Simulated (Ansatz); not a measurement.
Basis-set extrapolation for C2H6FNSi (`C=N[SiH](C)F`) (PBE0-D4/def2-TZVP geometry, frozen core, the Gaussian-basis code of Ansatz). Multiplicity 1, RHF reference.

|  | def2-TZVPP | def2-QZVPP |
| --- | --- | --- |
| HF | -522.245756 | -522.266254 |
| MP2 correlation | -0.903160 | -0.972662 |
| CCSD(T) correlation | -0.975815 | not run |

Energies in hartree. Use E(X) = E(∞) + A·exp(−7.88·√X) for Hartree–Fock and E(X) = E(∞) + B·X^(−2.97) for correlation, with X = 3 and 4, and add CCSD(T) minus MP2 of the smaller set to the MP2 limit.

**Question.** What is the CCSD(T) energy at the basis-set limit?

**Answer.** HF limit: -522.266254 + (-0.020498) × 0.13774 = -522.26908. MP2 limit: -0.972662 + (-0.069502) × 0.74074 = -1.02414. Higher-order term: -0.975815 − (-0.903160) = -0.07266. Total: -523.36588 hartree, 378.9 kJ/mol below CCSD(T)/def2-TZVPP.
